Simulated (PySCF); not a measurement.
C₄H₁₂GeO₄, SMILES C[O][Ge]([O]C)([O]C)[O]C.

Geometry: PBE-D3(BJ)/def2-SVP. The isomer is the one that the SMILES or the coordinates give; other isomers of the formula were not compared. Other conformers were not sampled.

Calculation: ωB97X/def2-SVP run with PySCF.

Symmetry labels are those of the subgroup C2 that the program uses (full group S4).

### Question
List the valence orbital energies around the gap with their symmetry. (An estimate is asked for; the answer gives what the named calculation found.)

### Answer

| orbital | symmetry | energy (eV) |
|---|---|---|
| HOMO−7 | A | -12.16 |
| HOMO−6 | A | -11.63 |
| HOMO−5 | B | -11.17 |
| HOMO−4 | B | -11.17 |
| HOMO−3 | A | -10.63 |
| HOMO−2 | A | -10.51 |
| HOMO−1 | B | -10.41 |
| HOMO | B | -10.41 |
| LUMO | A | 2.53 |
| LUMO+1 | A | 4.09 |
| LUMO+2 | B | 4.43 |
| LUMO+3 | B | 4.43 |
